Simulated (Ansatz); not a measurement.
Program: Ansatz. Geometries: PBE0-D4/def2-TZVP. ΔE: electronic, gas phase. CCSD(T)/CBS is the MP2 limit (def2-TZVPP, def2-QZVPP) plus CCSD(T) − MP2 in def2-TZVPP, frozen cores. This one scheme is used for every species. Each species was taken in one conformer, which may not be the lowest.

Consider the formal hydrolysis of the Si–N bond: `C[Si](F)(F)N=C=O` + H₂O → `C[Si](O)(F)F` + `N=C=O`.

```tsv
species	CCSD/def2-TZVPP energy (Eh)
`C[Si](F)(F)N=C=O`	-696.37691
H₂O	-76.32939
`C[Si](O)(F)F`	-604.30133
`N=C=O`	-168.41016
```

**Question.** Work out ΔE.

**Answer.** ΔE = (-604.30133) + (-168.41016) − (-696.37691) − (-76.32939) = -0.00519 Eh = -0.14 eV. CCSD(T)/CBS gives -0.12 eV.

Largest T1 diagnostic among the species: 0.018.

Leaving LDA and LC-ωPBE aside and taking each functional with its dispersion term where it has one, the values, not all of them listed here, spread over 0.06 eV, from r2SCAN-D4 to BHLYP-D4. From BLYP to BHLYP (50 % exact exchange), in def2-TZVPP and without D4, ΔE moves by +0.05 eV. The D4 term adds +0.05 eV with B3LYP and +0.03 eV with PBE0; it sums over pairs of atoms, weighted by their polarisabilities, and B3LYP, whose exchange is more repulsive, gets the larger term.

B3LYP here is the variant with VWN-RPA as its local correlation; programs differ in this.
